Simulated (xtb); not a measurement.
Sn(Cl)(NH2)3 (ClH6N3Sn), SMILES [NH2][Sn]([NH2])([NH2])[Cl]. All values are semi-empirical tight-binding results from xtb (GFN2-xTB unless named), good for trends rather than for accurate numbers. The structure is a stationary point at GFN2-xTB. Other conformers were not sampled.

For metal compounds this method's bond lengths and energies can be far off.

```json
{
 "orbital_gap": "3.52 eV",
 "zero_point_energy": "45.7 kcal/mol",
 "G − E(el) at 298.15 K (modified RRHO)": "22.7 kcal/mol"
}
```
